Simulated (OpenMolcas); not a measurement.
**Mn4+: effect of the basis set**

| Quantity | Value |
| --- | --- |
| Program | OpenMolcas 26.06 |
| Method | MS-RASPT2, IPEA 0.25 Eh, imaginary shift 0.1 Eh (closed shells correlated: 3s) |
| Active space | 9 electrons in 8 orbitals (RAS1 3p, at most 2 holes; RAS2 3d) |
| State averaging | 2S+1 = 4 even, 10 roots; 2S+1 = 2 even, 40 roots |
| Spin-orbit coupling | state interaction with AMFI integrals over the reference wave functions, term energies averaged over their components |

A. ANO-RCC-VTZP [6s5p3d2f1g], DKH2, point nucleus; CASPT2 step of the order of 40 core-seconds
B. ANO-R2 [7s4p4d2f1g], X2C, finite nucleus; CASPT2 step of the order of 22 core-seconds
C. ANO-RCC-VQZP [7s6p4d3f2g1h], DKH2, point nucleus; CASPT2 step of the order of 60 core-seconds

Energies in cm-1 above 3d3 4F 3/2, the measured ground level; measured values from Corliss and Sugar, J. Phys. Chem. Ref. Data 6, 1253 (1977).

```
               Level      A      B      C  Measured
          3d3 4F 3/2    0.0    0.0    0.0       0.0
          3d3 4F 5/2    387    379    374       359
          3d3 4F 7/2    910    892    881       835
          3d3 4F 9/2   1555   1525   1505      1412
          3d3 4P 1/2  17080  17090  17210     16434
          3d3 4P 3/2  17230  17230  17350     16595
          3d3 4P 5/2  17700  17700  17810     17049
          3d3 2G 7/2  18270  18340  18240     17892
          3d3 2G 9/2  18810  18870  18760     18399
   3d3 2P 3/2 [72 %]  23460  23540  23520     22919
          3d3 2P 1/2  23490  23560  23550     23082
          3d3 2H 9/2  25350  25440  25250     24975
3d3 2D 3/2(1) [74 %]  25430  25480  25440     24670
       3d3 2D 5/2(1)  25570  25630  25580     24630
         3d3 2H 11/2  25750  25840  25640     25334
          3d3 2F 7/2  41380  41510  41370     40423
          3d3 2F 5/2  41610  41730  41590     40707
       3d3 2D 5/2(2)  64230  64380  64190     62608
       3d3 2D 3/2(2)  64500  64650  64450     62854
```

Deviations, from unrounded energies. A percentage is the sum of absolute deviations over the sum of measured energies, with the sign that they share, or ± where signs differ.

```tsv
Against measurement	Levels	A	B	C
mean absolute deviation (cm-1)	18	640	700	640
fine structure of the ground term (%)	3	+9.4	+7.3	+5.9
other terms of the ground configuration (%)	15	+2.6	+2.8	+2.6
```

A, C lie about equally close to measurement and B furthest from it. The largest miss of A in the table is 3d3 2D 3/2(2), by +1600 cm-1. The ranking rests on the paired levels alone, and a cruder setting can come out closer through cancelling errors.

The two smallest mean deviations differ by little beside CASPT2's spread within terms, so their order carries little weight.

Among A to C the level of the table that moves most is 3d3 2H 11/2, by 190 cm-1 (lowest in C, highest in B). Moves below CASPT2's spread within the term are not significant.

CASPT2 does not keep the components of a term degenerate, so their means are used; among the terms shown or strongly mixed into the levels shown the widest spread is 1200 cm-1 (3d3 4F, C). Active for correlation alone: 3p; no level in the range computed is led by a configuration that opens it, so any true level of that kind is missing. The CASPT2 spread within a term exceeds the gap to the next term for 3d3 2D(1) and 3d3 2H, so the order of their levels is uncertain. Measured partners are found by configuration, term and J. A level has none where our copy of the source lacks it or the pairing is in doubt (some pairs that miss far off the trend of their configuration count as doubtful), and it then counts in no deviation. Only configurations of the active space appear.

A share in square brackets marks a mixed level and gives the weight of the term that names it, the lowest over the columns. A number in round brackets counts repeated terms of one configuration in the order of the reference energies.
